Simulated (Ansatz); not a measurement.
Total energies of Sn(SiH3)4 (Si4SnH12) from Ansatz at PBE0-D4/def2-TZVP, gas phase (1 Eh = 27.2114 eV = 2625.5 kJ/mol). The reference geometry is relaxed at B3LYP-D4/def2-SVP.

Cartesian coordinates in Å:
```
Sn 0.002 -0.007 -0.006
Si 2.110 0.815 1.248
H 1.730 1.801 2.303
H 3.054 1.473 0.297
H 2.809 -0.334 1.898
Si -1.532 -1.290 1.635
H -2.013 -0.370 2.709
H -0.788 -2.418 2.269
H -2.718 -1.843 0.914
Si 0.706 -1.564 -1.947
H 1.439 -2.753 -1.418
H 1.600 -0.834 -2.894
H -0.498 -2.038 -2.693
Si -1.282 2.034 -0.941
H -1.748 2.900 0.183
H -2.472 1.587 -1.725
H -0.398 2.842 -1.833
```

```csv
state,geometry,energy (Eh)
charge 0 singlet,reference,-1379.04922
charge 1 doublet,reference,-1378.71530
free Sn atom (triplet),–,-214.25870
free Si atom (triplet),–,-289.24943
free H atom (doublet),–,-0.50104
```

In the def2 sets Sn takes a core potential; there is no spin–orbit coupling.

(1) Work out the vertical ionisation energy to the doublet.

(2) What is the binding energy per atom against free atoms?

(1) E(charge 1 doublet) − E(charge 0 singlet) = -1378.71530 − (-1379.04922) = 0.33392 Eh = 9.09 eV. For comparison, −ε of the highest occupied level is 7.58 eV at this level, 1.51 eV less.

(2) Atoms: 1 × (-214.25870) + 4 × (-289.24943) + 12 × (-0.50104) = -1377.26890 Eh. Binding: -1377.26890 − (-1379.04922) = 1.78032 Eh = 48.44 eV, or 2.85 eV for each of 17 atoms (no zero-point energy, no counterpoise term).
